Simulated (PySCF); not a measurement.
C2H6F2Sn, SMILES [F][SnH]([CH2]C)[F].

The structure is a stationary point at PBE0-D3(BJ)/def2-SVP. The structure was generated by enumeration; whether it is a known compound was not checked. The def2 effective core potentials stand for the cores of Sn; spin–orbit coupling is left out. One conformer was computed; it need not be the lowest.

All values below come from PBE/def2-TZVP in PySCF.

Computed frontier levels, gap, dipole moment and polarisability:
```yaml
highest_occupied_level: -7.36 eV
lowest_empty_level: -1.74 eV
orbital_gap: 5.62 eV
dipole_moment: 4.01 D
quadrupole, principal values (traceless, Buckingham form, about the centre of nuclear charge): -6.16, -0.49, 6.65 D·Å
mean_static_polarisability: 62.5 bohr³ (9.27 Å³)
polarisability_principal_values: 53.5, 55.9, 78.2 bohr³
```
